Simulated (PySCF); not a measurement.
A search over the determinants of BeN

Unrestricted PBE0; PySCF, no relativity, basis sets Be aug-pcseg-1, N aug-pcseg-1. Outer shells of the fragments: Be 2s2; N 2s2 2p3.

Followed along the bond (rough minima from three points):

```csv
2Ms+1,unpaired,⟨S²⟩ at the start,R at minimum (Å),Te (eV)
4,"σ ↑, π ↑↑",3.75,1.62,0.00
2,"σ ↓, π ↑↑",1.75,1.63,0.14
2,π ↑,1.28,1.51,0.48
2,"σ ↑, π ↑↓",1.75,1.62,0.60
4,"σ ↑↑, π ↑",3.75,1.53,1.20
```

Solutions found at the starting distance of 1.615 Å, counted from the lowest of them; the search is not exhaustive and high or unbound solutions are not listed, so other states can lie among these:

```json
{"2Ms+1": "4", "unpaired": "σ ↑, π ↑↑", "term": "⁴Σ⁻", "E (eV)": "0.00", "⟨S²⟩": "3.75", "⟨Lz²⟩": "0.00", "μ (D)": "-1.41"}
{"2Ms+1": "2", "unpaired": "σ ↓, π ↑↑", "term": "mixed", "E (eV)": "0.14", "⟨S²⟩": "1.75", "⟨Lz²⟩": "0.00", "μ (D)": "-1.42"}
{"2Ms+1": "2", "unpaired": "π ↑", "term": "mixed", "E (eV)": "0.59", "⟨S²⟩": "1.28", "⟨Lz²⟩": "1.01", "μ (D)": "-3.55"}
{"2Ms+1": "2", "unpaired": "σ ↑, π ↑↓", "term": "mixed", "E (eV)": "0.60", "⟨S²⟩": "1.75", "⟨Lz²⟩": "2.01", "μ (D)": "-1.36"}
{"2Ms+1": "4", "unpaired": "σ ↑↑, π ↑", "term": "⁴Π", "E (eV)": "1.28", "⟨S²⟩": "3.75", "⟨Lz²⟩": "1.01", "μ (D)": "-0.81"}
{"2Ms+1": "2", "unpaired": "σ ↑", "term": "mixed", "E (eV)": "2.14", "⟨S²⟩": "0.75", "⟨Lz²⟩": "2.00", "μ (D)": "-1.18"}
```

A term symbol is given only where ⟨S²⟩ and ⟨Lz²⟩ are close to those of a pure state; real π, δ and φ orbitals otherwise mix terms. A positive dipole means Be(−)N(+).
